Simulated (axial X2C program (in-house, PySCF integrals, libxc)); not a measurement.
## RuCl⁺ along the bond: PBE0, with spin–orbit coupling

All values were computed with an in-house all-electron X2C program for linear molecules (integrals from PySCF). Two-component (2c) means X2C with spin–orbit coupling and atomic mean-field two-electron Coulomb and Gaunt terms. Basis: Ru dyall-cv3z [12s12p8d5f3g], Cl dyall-av3z [9s8p3d2f] (cores contracted in-house); Gaussian nuclei, density fitting, unrestricted open shells. Masses: Ru 101.904 u, Cl 34.969 u.

State: Ω = 4 (⟨Sz⟩ = 1.99, ⟨Lz⟩ = 2.01 at PBE0). Dipoles are positive if Cl is the positive end and refer to the centre of mass.

```tsv
R (Å)	μ (D)	HOMO (eV)	LUMO (eV)
2.021	-3.007	-13.81	-10.03
2.086	-3.286	-13.88	-10.14
2.150	-3.558	-13.95	-10.25
2.225	-3.864	-14.04	-10.37
2.300	-4.156	-14.13	-10.49
2.397	-4.507	-14.23	-10.63
```

**Question.** The minimum lies at 2.147 Å. What is the dipole moment there?

**Answer.** At PBE0, 2c, with the sign and origin stated: μ = -3.55 D.

One determinant describes the state; a PBE0 search over occupations chose it and may have missed a lower one. Density functionals use the spin component along the axis (collinear). Other states lie close and PBE0, whose exact exchange favours high spin, may order them wrongly; the determinant shown need not be the ground state. The nearest other 2c determinant of the search, Ω = 3, lies 0.48 eV up at the distance of the search. Without a current term, density functionals place determinants with orbital angular momentum somewhat too high. With several unpaired electrons one determinant need not be a pure state. Open-shell Ω = 0 determinants with evenly filled partner blocks cannot be reached by this program, so the Ω shown need not be the lowest component.
